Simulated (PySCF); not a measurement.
C3H11PSi2.
InChI=1S/C3H11PSi2/c1-3-5-2-6(3)4/h3,6H,2,4-5H2,1H3/t3-,6-/m1/s1

A linear-response calculation (PySCF, def2-SVPD basis, gas phase, vertical, core orbitals frozen in the response) gave these numbers; the functional is withheld.

Orbital energies (eV): HOMO-3 -9.87, HOMO-2 -9.51, HOMO-1 -8.91, HOMO -8.47, LUMO 0.79, LUMO+1 0.99, LUMO+2 1.24.

```tsv
state	E (eV)	f	main configurations (H = HOMO, L = LUMO)
S1	6.05	0.0022	H→L (81%)
S2	6.52	0.0052	H-1→L (59%), H→L+3 (15%)
S3	6.60	0.039	H→L+1 (72%), H-1→L+2 (13%)
S4	6.67	0.051	H→L+2 (54%), H-1→L+1 (32%)
S5	7.02	0.281	H-1→L+1 (40%), H→L+2 (20%), H-1→L+2 (11%)
S6	7.05	0.012	H→L+3 (32%), H-1→L (16%), H→L+4 (13%)
```

Triplets (Tamm–Dancoff): T1 5.57 eV, H→L+1 (47%), H-1→L+1 (19%); T2 5.64 eV, H→L (27%), H-1→L+3 (18%), H→L+3 (16%); T3 5.93 eV, H→L (50%), H-1→L (26%); T4 6.25 eV, H→L+2 (55%), H-1→L+1 (25%).

Vertical ionisation energy by ΔSCF with the same functional: 9.08 eV. Mean static polarisability: 116.7 au.

Question: Which of these was used?
A. B3LYP
B. PBE
C. CAM-B3LYP
D. HF

Answer: C. CAM-B3LYP is range-separated, 19% exact exchange at short range and 65% at long range (ω = 0.33 bohr⁻¹). In this run −ε(HOMO) = 8.47 eV differs from the ΔSCF value by -0.61 eV, and S1 differs from the orbital gap of 9.26 eV by -3.21 eV. The ratio −ε(HOMO)/IP is 0.93. Small neutral molecules mostly give 0.85 to 0.93 with CAM-B3LYP, 0.5 to 0.7 with PBE, 0.67 to 0.83 with B3LYP; with Hartree–Fock the ratio is 1 or more (Koopmans' value less the relaxation energy is the ΔSCF value). The other options: PBE, a GGA without exact exchange; HF, time-dependent Hartree–Fock, 100% exact exchange; B3LYP, a global hybrid with 20% exact exchange.

The calculation used PySCF 2.14.0, density-fitted response routines, TDDFT CAM-B3LYP/def2-SVPD, vertical, gas phase, core orbitals frozen in the response. One conformer (not necessarily the lowest) at the PBE0-D3(BJ)/def2-SVP geometry, without solvent, vibrations or thermal averaging.

Shape of the structure used: `[CH3:1][C@@H:2]1[SiH2:3][CH2:4][Si@H:5]1[PH2:6]`: H–P6–Si5–C4 -178°, H–P6–Si5–C4 -84°.
